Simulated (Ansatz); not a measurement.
Basis-set extrapolation for `F[C@@H]1C[C@@H](F)C1(F)F` (PBE0-D4/def2-TZVP geometry, frozen core, the Gaussian-basis code of Ansatz). Multiplicity 1, RHF reference.

```
                      def2-TZVPP   def2-QZVPP
                 HF  -551.753054  -551.776500
    MP2 correlation    -1.634545    -1.773542
CCSD(T) correlation    -1.719609      not run
```

Energies in hartree. Use E(X) = E(∞) + A·exp(−7.88·√X) for Hartree–Fock and E(X) = E(∞) + B·X^(−2.97) for correlation, with X = 3 and 4, and add CCSD(T) minus MP2 of the smaller set to the MP2 limit.

What is the CCSD(T) energy at the basis-set limit?

HF limit: -551.776500 + (-0.023446) × 0.13774 = -551.77973. MP2 limit: -1.773542 + (-0.138997) × 0.74074 = -1.87650. Higher-order term: -1.719609 − (-1.634545) = -0.08506. Total: -553.74129 hartree, 7.31 eV below CCSD(T)/def2-TZVPP.
